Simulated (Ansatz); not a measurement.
Isolated molecules relaxed with PBE0-D4/def2-TZVP in Ansatz; ΔE leaves out vibrations. CCSD(T)/CBS adds triple-zeta CCSD(T) − MP2 to the extrapolated MP2 energy (def2 sets, frozen cores). For Ge outer-core shells are correlated without core-valence functions, which leaves a few kJ/mol of doubt a bond. Scalar relativity is left out up to krypton. Each species was taken in one conformer, which may not be the lowest.

Reaction (ligand exchange at a Ge–O bond): `O[SiH](O)[O][GeH3]` + `CN[SiH2]O` → `C[N]([GeH3])[SiH2]O` + `O[SiH](O)O`

`O[SiH](O)[O][GeH3]`:

```xyz
11

O    -0.821    1.856   -0.166
Si    0.305    0.831   -0.758
O     1.749    1.602   -0.771
O     0.482   -0.521    0.129
Ge   -0.665   -1.703    0.803
H    -0.555    2.436    0.550
H    -0.166    0.485   -2.113
H     2.523    1.060   -0.616
H    -1.770   -1.967   -0.233
H     0.164   -2.962    1.078
H    -1.247   -1.116    2.098
```

`CN[SiH2]O`:

Cartesian coordinates in Å:
```
C 0.704 -0.560 -1.291
N 0.804 -0.107 0.079
Si -0.506 0.115 1.147
O -1.344 1.535 1.060
H 0.711 0.259 -2.022
H -0.231 -1.110 -1.423
H 1.519 -1.245 -1.545
H 1.682 0.339 0.295
H 0.034 0.119 2.524
H -1.442 -1.007 0.862
H -1.931 1.663 0.314
```

`C[N]([GeH3])[SiH2]O`:

```xyz
14

C     1.161   -0.968   -0.513
N     0.172   -0.165    0.189
Ge   -1.232   -1.109    0.926
Si    0.187    1.543    0.086
O    -0.658    2.217   -1.160
H     2.021   -0.354   -0.794
H     0.764   -1.424   -1.429
H     1.539   -1.778    0.121
H    -0.646   -2.141    1.909
H    -2.150   -0.111    1.639
H    -1.996   -1.862   -0.183
H    -0.479    2.092    1.287
H     1.619    1.934   -0.033
H    -0.304    2.126   -2.045
```

`O[SiH](O)O`:

```xyz
8

O    -0.616    1.369   -0.663
Si    0.190    0.226    0.175
O     0.696   -1.047   -0.728
O    -0.811   -0.419    1.293
H    -1.504    1.159   -0.959
H     1.342    0.941    0.758
H     1.371   -0.888   -1.389
H    -0.668   -1.340    1.514
```

```csv
level,ΔE (eV)
HF/CBS(def2),0.51
CCSD/CBS(def2),0.30
```

**Question.** What does CCSD(T)/CBS give? (Estimate.)

**Answer.** Ansatz gave: +0.27 eV. The listed levels differ from it by 0.24, 0.03 eV.

Largest T1 diagnostic among the species: 0.012.

The D4 term adds −0.06 eV with B3LYP and −0.03 eV with PBE0; it sums over pairs of atoms, weighted by their polarisabilities, and B3LYP, whose exchange is more repulsive, gets the larger term. In def2-TZVPP, CCSD(T) changes the Hartree–Fock value by −0.22 eV (the triples alone add −0.03 eV) and MP2 by −0.25 eV.

B3LYP here is the variant with VWN-RPA as its local correlation; programs differ in this.
